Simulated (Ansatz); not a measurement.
Ideal-gas functions of Cl4H2O2W (`[OH][W]([OH])([Cl])([Cl])([Cl])[Cl]`) at 800 K and 1 bar, from an Ansatz frequency run at PBE0-D4/def2-TZVP.

Molar mass 359.67 g/mol, point group C2v (symmetry number 2), electronic degeneracy 1, moments of inertia 495.638, 508.859, 770.042 u Å². Harmonic wavenumbers (cm⁻¹, unscaled): 86, 105, 108, 129, 175, 199, 202, 269, 282, 321, 346, 361, 389, 411, 435, 605, 674, 746, 810, 3872, 3875.

Use S(trans) = R[1.5 ln M + 2.5 ln T − 1.1517]; rotational temperatures θ = 24.2544 K / I; S(rot) = R[ln(√π/σ · √(T³/θAθBθC)) + 1.5]; for each mode x = 1.438777 ν̃/T, S = R[x/(eˣ − 1) − ln(1 − e⁻ˣ)] and H = RT x/(eˣ − 1); 1 cm⁻¹ = 0.0119627 kJ/mol; R = 8.31446 J/(mol·K).

By hand: the entropy, in J/(mol·K).

Translation 202.8. Rotation: θ = 0.0489, 0.0477, 0.0315 K, giving 134.4. Vibration, mode by mode: 23.84, 22.19, 21.95, 20.48, 17.96, 16.90, 16.78, 14.43, 14.05, 13.00, 12.39, 12.05, 11.45, 11.01, 10.56, 8.01, 7.21, 6.47, 5.88, 0.06, 0.06, in all 266.7. Electronic 0.0. Sum 603.9 J/(mol·K).

By hand: H − E and G − E in kJ/mol, counted from the electronic energy.

Zero-point energy ½ × 14400 × 0.0119627 = 86.1; thermal vibration 92.3; translation, rotation and pV give 4 RT = 26.6. H − E = 205.0 kJ/mol, and G − E = 205.0 − 800 × 603.9/1000 = -278.1 kJ/mol.

Vibration gives 44 % of the entropy, 88.5 J/(mol·K) of it from the modes under 150 cm⁻¹: soft modes count most, and the harmonic formula is weakest for them. The sum counts one conformer and one mirror image; others add a mixing term.
